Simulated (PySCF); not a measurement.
**Correlation energy of Ar²⁺ (argon, charge +2)**

[Ne] 3s2 3p3 4s1, high-spin 5S determinant (an excited configuration). All numbers are calculated (PySCF 2.14, scalar relativity by spin-free X2C-1e, in aug-cc-pCVTZ-DK (8s7p5d3f, 75 functions)). Frozen: [Ne]; 6 electrons correlated.

```csv
level,correlation energy (mhartree)
CCSD,-143.56
(T),-4.65
CCSD(T),-148.21
```

Diagnostics: T1 = 0.0078, D1 = 0.0263, largest double amplitude 0.055.

The outer electron is Rydberg-like, and this basis confines it to a smaller radius and binds it less than a complete one would.

Cost of the coupled-cluster step: of the order of 11 core-seconds, for 6 correlated electrons.
